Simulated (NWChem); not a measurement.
System: CrO2ClF; SMILES [Cr](=[O])([Cl])([F])=[O]

Here is an NWChem input.

```
start job
memory heap 200 mb stack 900 mb global 1100 mb
geometry units angstroms noautoz
  Cr     0.055438    -0.319557     0.000000
  O      0.840264    -0.744191    -1.236699
  O      0.840264    -0.744191     1.236699
  F     -1.465779    -1.044935     0.000000
  Cl    -0.111577     1.788587     0.000000
end
basis spherical
  * library sto-3g
end
dft
  xc hfexch
  iterations 150
  mulliken
end
task dft energy
```

The geometry was optimised at PBE0/def2-SVP.

### Question
Predict the main results of this run. (Hartree-Fock/STO-3G.) Quantities: basis functions; energy (Ha); highest occupied level (eV); orbital gap (eV); dipole (D).

### Answer
```json
{
  "number_of_basis_functions": "42",
  "energy (Ha)": "-1732.78",
  "highest occupied level (eV)": "-10.59",
  "orbital gap (eV)": "14.38",
  "dipole (D)": "1.70"
}
```
